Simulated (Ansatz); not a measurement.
Ansatz (a program for electronic structure) job for CH₃FO₃Si, SMILES O=CO[Si@@H](O)F, PBE0/def2-SVPD. Geometry: PBE0-D3(BJ)/def2-SVP. The structure was generated by enumeration; whether it is a known compound was not checked. Other conformers were not sampled.

Ansatz 0.2 input:
```yaml
crystal:
  periodic: [false, false, false]
  atoms:
    - {symbol: O, position_ang: [1.15973923, 1.65692761, 0.35051598]}
    - {symbol: C, position_ang: [1.51279013, 0.59086821, 0.78057329]}
    - {symbol: O, position_ang: [0.81107872, -0.53389515, 0.70691647]}
    - {symbol: Si, position_ang: [-0.70864974, -0.64726390, -0.05972099]}
    - {symbol: O, position_ang: [-1.46887321, 0.79013679, -0.01223159]}
    - {symbol: F, position_ang: [-0.37098293, -1.11602913, -1.56306751]}
    - {symbol: H, position_ang: [2.47951920, 0.42832986, 1.29841718]}
    - {symbol: H, position_ang: [-1.46802256, -1.70650233, 0.61334518]}
    - {symbol: H, position_ang: [-0.84385268, 1.53356625, -0.05310757]}
basis:
  gaussian:
    orbitals: def2-SVPD
hamiltonian:
  xc: {name: PBE0}
```

Output:

```
WARN ansatz: RAYON_NUM_THREADS=1 ignored (pool sized by the plan → 1); use --threads N
Functional definition: PBE0
integrals: 0.09 GiB planned
1346 factors; their error is unknown
mean field: 0.81 GiB planned
mean field evaluation 1: about -17793.9176 eV, gradient 7.3e1 eV
mean field evaluation 2: about -17781.1556 eV, gradient 1.1e2 eV
mean field evaluation 4: about -17802.6065 eV, gradient 6.6e0 eV
mean field evaluation 8: about -17802.6822 eV, gradient 1.4e-1 eV
mean field evaluation 16: about -17802.7740 eV, gradient 7.7e-5 eV
mean field -17802.77399741 eV, -654.2398772510 hartree, gradient 7.7e-5 eV, S^2 0.000000; 0 other end points of the search recorded, 0 dependent functions left out
reference -17802.77403667 eV, -654.2398786941 hartree; 28, 28 occupied and 132, 132 virtual orbitals, 1346 factors
Total energy: -17802.77403667 eV, -654.2398786941 hartree
```

The calculation finished and met its thresholds.
